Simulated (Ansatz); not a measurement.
Species: C6H13S (charge 0, doublet). It need not be the lowest isomer of its formula. 
Structure (B3LYP-D3(BJ)/def2-TZVP (Ansatz, an electronic-structure program) minimum search):
```xyz
20

C     -3.2759     1.2698    -0.4745
C     -2.9384    -0.0119     0.1971
C     -1.7363    -0.7959    -0.1936
C     -0.4127    -0.1889     0.3261
C      0.7981    -1.0069    -0.1048
S      2.3995    -0.3877     0.4964
C      2.5586     1.1273    -0.4862
H     -2.6657     2.1085    -0.1037
H     -3.0974     1.2142    -1.5532
H     -4.3186     1.5509    -0.3150
H     -3.4368    -0.2571     1.1276
H     -1.6744    -0.8588    -1.2875
H     -1.8164    -1.8220     0.1777
H     -0.3216     0.8343    -0.0449
H     -0.4388    -0.1270     1.4161
H      0.8442    -1.0898    -1.1938
H      0.7289    -2.0225     0.2907
H      3.5404     1.5434    -0.2647
H      1.8006     1.8639    -0.2237
H      2.5040     0.9044    -1.5525
```
Charge 0, spin multiplicity 2.

Property: atomisation energy (electronic, to ground-state atoms), in kJ/mol. Cores are frozen in the correlated levels unless marked. UHF or UKS for open shells. Spin-orbit coupling is left out. Non-relativistic. The coupled-cluster limit lacks core correlation, which all-electron functionals hold. CBS marks a two-point X^-3 extrapolation of the correlation energy; Hartree-Fock from the larger set. The bracket is a focal-point correction in the basis named.

```tsv
level	program	atomisation energy (kJ/mol)	minus last row
HF/6-31G	Ansatz	5511.1	-2185.7
HF/cc-pV(T+d)Z	Ansatz	5800.3	-1896.5
BLYP-D4/def2-TZVPD	Ansatz + dftd4	7657.9	-38.9
revPBE-D4/def2-TZVPD	Ansatz + dftd4	7696.4	-0.4
B3LYP-D3(BJ)/def2-TZVPD	Ansatz + dftd3	7713.0	16.2
PBE0-D3(BJ)/def2-TZVPD	Ansatz + dftd3	7772.1	75.3
BHLYP-D3(BJ)/def2-TZVPD	Ansatz + dftd3	7546.1	-150.7
B2GP-PLYP/def2-TZVPD	Ansatz	7582.0	-114.8
RPA@PBE/cc-pV(T+d)Z	Ansatz	7213.9	-482.9
RI-MP2/CBS(cc-pV(T+d)Z,cc-pV(Q+d)Z)+[CCSD(T)-MP2]/cc-pV(T+d)Z	Ansatz	7696.8	0.0
```
